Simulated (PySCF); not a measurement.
**Radial density of Ga²⁺ (gallium, charge +2)**

BP86, [Ar] 3d9 4s2, 2D determinant (an excited configuration). All numbers are calculated (PySCF 2.14, the non-relativistic Hamiltonian (point nucleus), in dyall-av2z (16s12p8d, 92 functions)).

```
r (bohr)  4πr²ρ (e/bohr)  4πr²(ρα − ρβ)
0.000805          0.1582         0.0000
 0.00135          0.4329         0.0000
 0.00228           1.156         0.0000
 0.00383           2.972         0.0000
 0.00644           7.147         0.0000
  0.0108           15.42        -0.0001
  0.0182           27.70        -0.0001
  0.0307           37.13        -0.0002
  0.0516           33.93         0.0002
  0.0868           31.53         0.0106
   0.146           43.35         0.1007
   0.245           29.71         0.5154
   0.413           22.92         1.2373
   0.694           22.35         1.1504
    1.17           5.985         0.3640
    1.96           1.591         0.0313
    3.30          0.2222        -0.0022
    5.56       0.0009796        -0.0001
    9.35       4.716e-05         0.0000
```

(1) Where is the radial spin density 4πr²(ρα − ρβ) most negative, and why is it negative at all?

## Answers

(1) Around r = 3.30 bohr, down to -0.0022 e/bohr: exchange with the open shell polarises the paired shells in an unrestricted calculation.
